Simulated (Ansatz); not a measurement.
Born–Oppenheimer molecular dynamics of AlH6NO3 (11 atoms, charge 0, multiplicity 1). It starts from a rough guess of a transition structure, not a stationary point.

Computed with Ansatz, UKS PBE0/6-31G.

* ensemble: NVE (velocity Verlet)
* time step: 0.5 fs
* steps asked: 150
* starting velocities drawn for: 1000 K
* seed: 532535

First frame:

```xyz
11
Properties=species:S:1:pos:R:3
Al -0.004 -0.655 0.437
O 1.098 -0.063 -1.349
O 0.964 -0.967 1.732
O -1.312 -1.513 -0.070
H 0.409 0.896 -0.855
N -0.400 1.507 0.024
H 0.651 -0.358 -2.138
H 1.797 -0.809 2.146
H -2.018 -2.138 -0.023
H -1.247 1.837 -0.409
H 0.061 2.261 0.506
```

(1) How far do the bonds stretch over the last three quarters of this one trajectory? (Pairs bonded in most of those frames.)

Results:

(1) 
```tsv
bond	mean (Å)	spread (Å)	shortest	longest
Al1–O2	1.839	0.219	1.55	2.15
Al1–O3	1.777	0.096	1.62	1.89
Al1–O4	1.727	0.053	1.64	1.80
Al1–N6	2.145	0.188	1.89	2.35
O2–H7	0.975	0.032	0.91	1.03
O3–H8	0.964	0.029	0.91	1.02
O4–H9	0.955	0.011	0.94	0.98
H5–N6	1.065	0.105	0.89	1.23
N6–H10	1.019	0.015	0.99	1.05
N6–H11	1.024	0.030	0.97	1.08
```

Mean temperature of the second half: 1330 K. The conserved energy stayed within 1.1 meV per atom of its start (net change 0.34 meV per atom), so the integration is sound. The kinetic energy rose, since the run started high on the potential surface and went downhill. A run of 0.075 ps of so small a system gives no equilibrium averages. The orbitals were unrestricted but ended closed-shell. Limits of this set-up: no polarisation functions.

Time of the run: 7.4 min on 1 thread of Intel(R) Xeon(R) 6975P-C (Granite Rapids), on a shared host, peak memory 0.21 GiB.
